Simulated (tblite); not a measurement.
Compound: C5H10AlCl.
Atom-mapped SMILES: `[CH2:1]=[CH:2][Al:3]([Cl:4])[CH2:5][CH2:6][CH3:7]` (hydrogens: H8, H9 on C1; H10 on C2; H11, H12 on C5; H13, H14 on C6; H15, H16, H17 on C7)

Computed with GFN2-xTB (tblite), gas phase: L-BFGS steps from a force-field or distance-geometry start until the largest atomic force falls under 0.01 eV/Å.

Step 65: E = -583.0997 eV
```
atom  x, y, z in Å  |  force x, y, z in eV/Å
C1      3.1489    0.1299    0.9412    0.037   0.016   0.014
C2      2.7298   -0.0806   -0.3049    0.042   0.014  -0.006
Al3     0.8503   -0.3811   -0.8512    0.052  -0.028  -0.010
Cl4     0.5226   -0.3887   -2.8578   -0.046   0.013  -0.026
C5     -0.6314   -0.8469    0.4222    0.009  -0.029  -0.028
C6     -2.0044   -0.3985   -0.0993   -0.027  -0.016   0.025
C7     -2.1563    1.1118   -0.0442   -0.017   0.049  -0.008
H8      4.1826    0.3378    1.1898    0.009  -0.051   0.014
H9      2.4713    0.1035    1.7813   -0.031   0.028  -0.008
H10     3.4943   -0.0542   -1.0901   -0.027   0.056   0.025
H11    -0.6434   -1.9434    0.5227   -0.027   0.003   0.020
H12    -0.4761   -0.4708    1.4411   -0.028   0.009  -0.070
H13    -2.1240   -0.7186   -1.1401   -0.009  -0.054   0.024
H14    -2.8027   -0.8639    0.4837   -0.038  -0.029   0.042
H15    -1.3945    1.5744   -0.6775    0.050   0.030   0.035
H16    -3.1363    1.4212   -0.4001   -0.009  -0.009  -0.050
H17    -2.0379    1.4800    0.9725    0.059   0.000   0.007
```

Step 66: E = -583.1008 eV
```
atom  x, y, z in Å  |  force x, y, z in eV/Å
C1      3.1460    0.1281    0.9395    0.022   0.013   0.036
C2      2.7301   -0.0772   -0.3084    0.005   0.025   0.006
Al3     0.8495   -0.3821   -0.8518    0.053  -0.045   0.014
Cl4     0.5202   -0.3935   -2.8574   -0.050   0.016  -0.038
C5     -0.6310   -0.8505    0.4249   -0.018   0.000  -0.053
C6     -2.0038   -0.4002   -0.0983   -0.026   0.032   0.021
C7     -2.1518    1.1123   -0.0447    0.001   0.016  -0.011
H8      4.1775    0.3423    1.1909    0.013  -0.050   0.017
H9      2.4668    0.0892    1.7787   -0.015   0.028  -0.022
H10     3.4937   -0.0364   -1.0924   -0.009   0.050   0.004
H11    -0.6469   -1.9456    0.5296   -0.017  -0.015   0.015
H12    -0.4772   -0.4706    1.4424   -0.021   0.011  -0.064
H13    -2.1250   -0.7185   -1.1404   -0.002  -0.058   0.060
H14    -2.8040   -0.8618    0.4860   -0.024  -0.028   0.027
H15    -1.3843    1.5709   -0.6758    0.029   0.025   0.048
H16    -3.1294    1.4232   -0.4062   -0.002  -0.006  -0.051
H17    -2.0374    1.4827    0.9722    0.061  -0.013  -0.011
```

Step 67: E = -583.1028 eV
```
atom  x, y, z in Å  |  force x, y, z in eV/Å
C1      3.1417    0.1251    0.9378    0.005   0.006   0.032
C2      2.7306   -0.0714   -0.3130   -0.034   0.048   0.016
Al3     0.8495   -0.3860   -0.8530    0.035  -0.063   0.020
Cl4     0.5144   -0.4004   -2.8585   -0.047   0.017  -0.023
C5     -0.6307   -0.8570    0.4277   -0.054   0.039  -0.077
C6     -2.0032   -0.4023   -0.0965   -0.024   0.084   0.012
C7     -2.1442    1.1136   -0.0460    0.024  -0.040  -0.012
H8      4.1697    0.3479    1.1942    0.030  -0.041   0.021
H9      2.4604    0.0681    1.7742   -0.011   0.021  -0.016
H10     3.4921   -0.0061   -1.0960    0.010   0.032  -0.010
H11    -0.6534   -1.9502    0.5414   -0.004  -0.032   0.003
H12    -0.4797   -0.4698    1.4423    0.001   0.015  -0.046
H13    -2.1268   -0.7200   -1.1398    0.000  -0.056   0.104
H14    -2.8059   -0.8581    0.4908    0.005  -0.019  -0.002
H15    -1.3672    1.5661   -0.6718   -0.007   0.016   0.061
H16    -3.1184    1.4256   -0.4161    0.015   0.006  -0.051
H17    -2.0361    1.4871    0.9714    0.058  -0.031  -0.034
```

Question: Estimate the geometry and energy of step 68. (The exact step hangs on the optimiser's Hessian estimate; all steps are aligned on step 67, rigid shifts and turns removed.)

Answer: E = -583.1051 eV, largest force 0.136 eV/Å
```
atom  x, y, z in Å  |  force x, y, z in eV/Å
C1      3.1361    0.1216    0.9358   -0.038  -0.007   0.039
C2      2.7298   -0.0615   -0.3189   -0.074   0.057   0.046
Al3     0.8499   -0.3955   -0.8547    0.008  -0.062   0.023
Cl4     0.5056   -0.4068   -2.8598   -0.042   0.012  -0.004
C5     -0.6310   -0.8653    0.4306   -0.069   0.051  -0.076
C6     -2.0020   -0.4035   -0.0939   -0.016   0.095   0.008
C7     -2.1333    1.1149   -0.0484    0.030  -0.077  -0.015
H8      4.1595    0.3555    1.1986    0.035  -0.033   0.024
H9      2.4511    0.0393    1.7686    0.023   0.020  -0.033
H10     3.4875    0.0337   -1.1006    0.038   0.020  -0.031
H11    -0.6633   -1.9568    0.5578    0.005  -0.026  -0.019
H12    -0.4802   -0.4690    1.4413    0.023   0.021  -0.030
H13    -2.1272   -0.7236   -1.1368   -0.012  -0.051   0.125
H14    -2.8080   -0.8511    0.4973    0.036  -0.008  -0.034
H15    -1.3457    1.5617   -0.6660   -0.029   0.003   0.061
H16    -3.1026    1.4281   -0.4315    0.035   0.022  -0.036
H17    -2.0333    1.4906    0.9696    0.045  -0.038  -0.050
```

The energy changes by -0.0023 eV. The first-order estimate −F·Δx gives -0.0032 eV and the mean of the old and new forces, exact on a quadratic surface, -0.0024 eV. The step makes an angle of 80° with the force vector and moves no atom by more than 0.040 Å.

What follows is the cost of the whole relaxation. The run took 1.7 s wall on Arm Neoverse N1, one thread, no GPU, on a shared host.
